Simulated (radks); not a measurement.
Species: Mn+. Configuration: [Ar] 3d5 4s1.

Calculated with a radial shooting solver on a logarithmic mesh with Libxc functionals: non-relativistic Kohn-Sham, LDA (Slater exchange, Perdew-Zunger correlation), spin-polarised, spherical densities, point nucleus; open shells are filled with parallel spins first.

Energy parts (Ry):
| part | energy |
|---|---|
| total | -2296.69433 |
| kinetic | 2293.91534 |
| electron-nucleus | -5448.70369 |
| Hartree | 957.01052 |
| exchange-correlation | -98.91650 |

Orbitals (lengths in bohr, moments of r in powers of bohr; <r^-3> diverges for s and p1/2; r(max) is where P^2 peaks; r(90%) holds 90 % of the orbital's charge):
orbital	occ.	eigenvalue (Ry)	r(max)	<r>	r(90%)	<r^-3>
1s up	1	-467.9274	0.04061	0.06167	0.110	-
1s down	1	-467.9230	0.04061	0.06167	0.110	-
2s up	1	-54.32930	0.2358	0.2834	0.439	-
2s down	1	-54.16048	0.2356	0.2829	0.438	-
2p up	3	-46.71126	0.1895	0.2488	0.408	403.1
2p down	3	-46.58166	0.1893	0.2483	0.407	404.7
3s up	1	-6.86177	0.7437	0.8614	1.29	-
3s down	1	-6.49972	0.7448	0.8647	1.30	-
3p up	3	-4.69035	0.7540	0.9076	1.40	49.96
3p down	3	-4.33442	0.7559	0.9131	1.41	49.15
3d up	5	-1.22844	0.7525	1.163	2.02	4.218
4s up	1	-0.93282	2.358	2.753	4.08	-
3d down	0	-0.89428	0.7635	1.226	2.16	3.988
4s down	0	-0.74231	2.459	2.956	4.45	-

The highest occupied level is 4s up at -12.692 eV. The spin density at the nucleus is 4.709 e/bohr^3 (1s -0.018, 2s -1.663, 3s 0.748, 4s 5.642), a Fermi contact field of 247 T. Summed over all electrons, <r^2> = 25.75 bohr^2, which gives a Langevin (diamagnetic) susceptibility term of -20.4 x 10^-6 cm^3/mol. Spin moment in Bohr magnetons: 6. The electron density at the nucleus is 1.052e+04 e/bohr^3. Virial ratio -V/T = 2.00121.
